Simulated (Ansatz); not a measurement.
Geometry optimisation, RHF/def2-SVP in Ansatz 0.2.0.

Input file:

```yaml
crystal:
  periodic: [false, false, false]
  atoms:
    - { symbol: Si, position_ang: [0.376371, -0.430719, -0.501704] }
    - { symbol: O, position_ang: [-0.598721, -0.351175, 2.214779] }
    - { symbol: H, position_ang: [-1.401498, -0.632036, 2.632631] }
    - { symbol: H, position_ang: [1.126211, -0.332867, -1.770747] }
    - { symbol: H, position_ang: [0.31291, 0.928931, 0.034212] }
    - { symbol: Cl, position_ang: [-1.549708, -1.0596, -1.001104] }
    - { symbol: P, position_ang: [1.448072, -1.843812, 0.819106] }
    - { symbol: H, position_ang: [0.401825, -2.77026, 0.971271] }
    - { symbol: H, position_ang: [2.149839, -2.555225, -0.178766] }
    - { symbol: H, position_ang: [0.125699, -0.678136, 2.769023] }
basis:
  gaussian: { orbitals: def2-SVP }
hamiltonian:
  xc: hf
relax:
  f_tol: 0.03
  max_steps: 50
```

Command:

```bash
$ ansatz run input.yaml --threads 2 --pin off --max-ram 3072MiB --backend cpu --events-out ev --progress --plain --runs-dir out
```

Where does it end, and by what steps?

The run converged. The force dipped under the threshold on the way, but the program's further checks kept it going. After 39 steps the energy has fallen by 0.213 eV; H10 moved furthest, 1.26 Å.

```
step  energy less start (eV)  largest force component (eV/Å)  accepted
   0                  0.0000                           1.048       yes
   2                 -0.1141                           0.482       yes
   4                 -0.1424                           0.235       yes
   6                 -0.1600                           0.157       yes
   8                 -0.1669                           0.098       yes
  10                 -0.1652                           0.846        no
  12                 -0.1749                           0.252       yes
  14                 -0.1801                           0.149       yes
  16                 -0.1873                           0.228       yes
  18                 -0.1913                           0.122       yes
  20                 -0.1987                           0.181       yes
  22                 -0.2028                           0.077       yes
  24                 -0.2008                           0.678        no
  26                 -0.2070                           0.218       yes
  28                 -0.2088                           0.098       yes
  30                 -0.2110                           0.160       yes
  32                 -0.2121                           0.035       yes
  34                 -0.2123                           0.199        no
  36                 -0.2127                           0.090       yes
  38                 -0.2130                           0.054       yes
  39                 -0.2131                           0.019       yes
```

```xyz
10
Properties=species:S:1:pos:R:3
Si 0.559 -0.412 -0.576
O -0.652 -0.770 2.662
H -1.408 -0.935 2.116
H 0.945 -0.130 -1.972
H 0.640 0.821 0.223
Cl -1.453 -0.994 -0.644
P 1.949 -1.993 0.238
H 1.194 -2.298 1.386
H 1.465 -3.043 -0.572
H -0.847 0.029 3.128
```

Whether the end is a true minimum wasn't checked by a vibrational analysis.

The run took 48 s on 2 threads of Arm Neoverse V2, on a shared host, peak memory 0.19 GiB.
